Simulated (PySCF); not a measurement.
# Hartree-Fock beside MP2: ClGeH4Si

Calculated results; nothing here was measured. They come from PySCF 2.14.0, an open-source quantum chemistry program, on an isolated molecule that a program drew, which may never have been made. The molecule is ClGeH4Si (charge 0, doublet), drawn as the SMILES string `[SiH3][GeH][Cl]`.

The geometry was optimised and harmonic frequencies were computed with HF and MP2, all in the cc-pV(D+d)Z basis, for the commonest isotopes, with a restricted reference for singlets and an unrestricted one otherwise, and a frozen core in MP2. Germanium has the cc-pVDZ-PP basis, with a core potential (ECP10MDF) in place of its 10 inner electrons, and its 3s, 3p and 3d shells are frozen in MP2. Each result is a local minimum of its method.

Geometry at the HF minimum:
```xyz
7
ClGeH4Si, angstrom
Si    0.5616    0.7943   -0.8910
Ge    2.6129   -0.4319   -0.5558
Cl    2.1446   -2.2135    0.6401
H     0.8782    1.9933   -1.6992
H     0.0523    1.1973    0.4356
H    -0.4381   -0.0393   -1.5930
H     3.2904   -0.9706   -1.8249
```

Lengths of the bonds as drawn, in Å (atoms numbered as above):
| bond | HF | MP2 |
|---|---|---|
| Si1-Ge2 | 2.413 | 2.408 |
| Ge2-Cl3 | 2.196 | 2.189 |
| Si1-H4 | 1.480 | 1.483 |
| Si1-H5 | 1.477 | 1.480 |
| Si1-H6 | 1.479 | 1.483 |
| Ge2-H7 | 1.536 | 1.545 |

Rotational constants, in GHz:
```
constant,HF,MP2
A,6.825,6.809
B,2.114,2.132
C,1.661,1.671
```

Harmonic frequencies in cm^-1, each column in rising order, so a row needn't be the same motion in every method:
```
rank,HF,MP2
1,92,93
2,103,98
3,342,338
4,411,401
5,426,417
6,558,522
7,624,?
8,740,701
9,961,899
10,1017,967
11,1021,971
12,2187,2129
13,2318,2276
14,2324,2292
15,2337,2304
```

**Estimate the missing MP2 frequency from the HF column.**

A single factor s that minimises the squared misfit of MP2 against s times HF over the other rows is sum(HF x MP2) / sum(HF^2) = 0.9765, with an rms misfit of 19 cm^-1. For rank 7 it gives 0.9765 x 624 = 609 cm^-1. The calculation gives 587 cm^-1, 22 cm^-1 below the estimate. The drawn bonds are on average 0.1 % longer in MP2 than in HF.
